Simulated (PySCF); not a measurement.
C3H5ClOSi. Atoms are numbered in the order given.

```xyz
11

C     -2.7898     1.2636     0.5533
C     -2.0046     0.7441    -0.2094
C     -1.0247     0.0929    -1.0640
Si     0.3235    -0.7651    -0.0535
O      1.3431    -1.6322    -1.0320
Cl     1.3802     0.7154     0.9546
H     -3.4905     1.7309     1.2186
H     -0.5477     0.8205    -1.7447
H     -1.5015    -0.6754    -1.6995
H     -0.2487    -1.7211     0.9145
H      1.9651    -1.1512    -1.5907
```
Charge 0, spin multiplicity 1.

Coordinates come from a B3LYP-D3(BJ)/def2-SVP optimisation. The structure was generated by enumeration; whether it is a known compound was not checked. The values are those of a single conformer.

Computed with B3LYP/pcSseg-1 (PySCF).

GIAO shieldings, no solvent; atoms listed in one row are averaged. δ = σ(ref) − σ: ¹³C against TMS (σ = 181.3 ppm); ²⁹Si against TMS (σ = 338.7 ppm); ¹⁷O against H2O (σ = 333.8 ppm); ³⁵Cl against HCl (σ = 933.3 ppm); ¹H against TMS (σ = 31.68 ppm), references at their B3LYP-D3(BJ)/def2-TZVP geometries, non-relativistic (without spin–orbit terms, shifts of atoms bonded to Cl or Br come out too high).

Computed chemical shifts:
| nucleus | atoms | count | δ (ppm) |
|---|---|---|---|
| ¹³C | C2 | 1 | 79.4 |
| ¹³C | C1 | 1 | 75.4 |
| ¹³C | C3 | 1 | 15.6 |
| ²⁹Si | Si4 | 1 | 2.4 |
| ¹⁷O | O5 | 1 | 69.9 |
| ³⁵Cl | Cl6 | 1 | 51.3 |
| ¹H | H10 | 1 | 5.33 |
| ¹H | H9 | 1 | 2.13 |
| ¹H | H11 | 1 | 2.04 |
| ¹H | H7 | 1 | 1.99 |
| ¹H | H8 | 1 | 1.95 |
